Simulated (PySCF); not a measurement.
SMILES C(=Cc1ccco1)c1ccccc1 (C12H10O), singlet, GFN2-xTB optimised geometry.

```
23

C      0.34     0.17     0.00
C     -1.00     0.03     0.00
C     -1.92     1.13     0.00
C     -3.29     1.13     0.00
C     -3.69     2.48     0.00
C     -2.54     3.21     0.00
O     -1.47     2.41     0.00
C      1.32    -0.90     0.00
C      0.98    -2.25     0.00
C      1.96    -3.23     0.00
C      3.30    -2.88     0.00
C      3.65    -1.54     0.00
C      2.68    -0.56     0.00
H      0.74     1.17     0.00
H     -1.47    -0.94     0.00
H     -3.93     0.27     0.00
H     -4.69     2.86     0.00
H     -2.36     4.27     0.00
H     -0.06    -2.55     0.00
H      1.67    -4.27     0.00
H      4.06    -3.64     0.00
H      4.69    -1.26     0.00
H      2.96     0.48     0.00
```

Density from PySCF with PBE0/def2-SVP at that geometry.

Minimum of the electron density along straight lines between bonded atoms, close to the bond critical point (lines longer than 1.1 times the sum of covalent radii, or with two minima, are not listed):

```csv
bond,length / Å,ρ at the minimum / e bohr⁻³,∇²ρ there / e bohr⁻⁵,position (fraction from the first atom)
C1–C2,1.343,0.332,-0.86,0.50
C2–C3,1.433,0.287,-0.73,0.49
C3–C4,1.377,0.319,-0.80,0.52
C4–C5,1.410,0.294,-0.70,0.50
C5–C6,1.362,0.325,-0.83,0.48
C3–O7,1.355,0.283,-0.02,0.33
C6–O7,1.341,0.291,0.10,0.33
C1–C8,1.448,0.279,-0.69,0.50
C8–C9,1.398,0.305,-0.77,0.50
C9–C10,1.380,0.314,-0.81,0.50
C10–C11,1.386,0.311,-0.80,0.50
C11–C12,1.385,0.312,-0.80,0.50
C8–C13,1.399,0.306,-0.77,0.50
C12–C13,1.381,0.314,-0.81,0.50
C1–H14,1.083,0.283,-1.08,0.63
C2–H15,1.080,0.283,-1.08,0.63
C4–H16,1.071,0.285,-1.10,0.63
C5–H17,1.071,0.285,-1.11,0.63
C6–H18,1.072,0.291,-1.17,0.65
C9–H19,1.079,0.284,-1.07,0.63
C10–H20,1.081,0.283,-1.07,0.63
C11–H21,1.080,0.283,-1.07,0.63
C12–H22,1.081,0.283,-1.07,0.63
C13–H23,1.081,0.283,-1.07,0.63
```
